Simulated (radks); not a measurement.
Problem. Neutral ytterbium, [Xe] 4f14 6s2. Method: non-relativistic Kohn-Sham, exchange-only PBE, spin-polarised, spherical densities, point nucleus; computed with a radial shooting solver on a logarithmic mesh with Libxc functionals. Every spin shell is full or empty, so the densities are truly spherical. Functionals are evaluated on that one density, not self-consistently. Rank these exchange functionals by their error against the exact value of the orbitals, and give that value: LDA, B88, PBE, PBEsol, PW91, OPTX, AM05, B86b, EV93, revTPSS, r2SCAN, MS2, MVS.

Solution. Exact: -275.731 hartree. From best to worst, with 100 (|E| - |E exact|)/|E exact| (equal figures are ties): r2SCAN +0.05, PBE -0.07, EV93 -0.19, MVS +0.25, B86b +0.30, PW91 +0.33, B88 +0.35, MS2 -0.40, revTPSS -0.65, PBEsol -1.63, OPTX +2.00, AM05 -3.57, LDA -3.79.
